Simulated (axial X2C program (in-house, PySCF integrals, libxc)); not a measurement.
## Ionising YN

Calculated with an in-house relativistic program for diatomic molecules, spin-free (one-electron X2C) or two-component (2c: spin–orbit coupling with atomic mean-field Coulomb and Gaunt terms, which also bring small scalar terms), in Dyall basis sets with cores contracted in-house; open shells are unrestricted.

Basis sets: N dyall-av3z, Y dyall-cv3z.

```json
{"Hamiltonian": "spin-free", "level": "PBE0", "YN state": "M_S = 0, Λ = 0", "Re (Å)": "1.756", "ωe (cm⁻¹)": "867.9", "De (eV)": "4.18"}
{"Hamiltonian": "2c", "level": "PBE0", "YN state": "Ω = 0", "Re (Å)": "1.756", "ωe (cm⁻¹)": "869.0", "De (eV)": "n/a"}
```

Adiabatic ionisation energy (minimum to minimum, no zero-point term) and constants of YN⁺:

```csv
Hamiltonian,level,YN⁺ state,IE (eV),Re (Å),ωe (cm⁻¹),De (eV),fragments
spin-free,PBE0,"M_S = 1/2, Λ = 0",6.17,1.779,908.0,n/a,Y+ + N
2c,PBE0,Ω = 1/2,6.18,1.779,908.1,n/a,Y+ + N
```

Q: Add the zero-point terms to the ionisation energy at PBE0, 2c, and say whether the electron removed was bonding.

A: IE0 = IE + (ωe⁺ − ωe)/2 = 6.18 + (0.002) = 6.18 eV. Re changes by 0.023 Å, so the bond lengthens, as on loss of a bonding electron.

Each entry is the lowest single determinant of a limited PBE0 search at one distance. De goes to single-determinant-based atoms at the same level (for ions the charge split of lowest energy) and is withheld (n/a) where an atom does not fit its ground term or J level. Main or longest-lived isotopes. One determinant is a doubtful description, or other states lie close, for YN, YN⁺; these need not be ground states, and all values refer to the states named. The functionals have no current term, which raises determinants with orbital currents.
